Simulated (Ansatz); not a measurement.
# Changing the shape of I₂, singlet

Calculated in Ansatz's Gaussian-basis code. Basis cc-pwCVTZ-PP, scalar-relativistic core potentials (28 electrons on I), no spin–orbit coupling, 8 orbitals frozen in the corrections; active space CAS(10,6), shells under the valence barred from it. Restricted Hartree–Fock, then the lowest state-specific CASSCF solution met for each case. Coupled cluster stands on the determinant that it favours, not always the lowest RHF. On stretched bonds single-reference methods can fail or change state. Unlike active orbitals can shift such differences by tenths of an eV, at times by over 1 eV.

Case A: bond length 3.0659 Å.

Case B: bond length 2.6660 Å.

Energy less that of case A, in eV:

```tsv
case	RHF/ROHF	CASSCF	CCSD(T)
B	-0.656	-0.309	-0.505
```

(1) Give the SC-NEVPT2 energies against case A.

## Answers

(1) B: -0.552 eV (-12.7 kcal/mol).
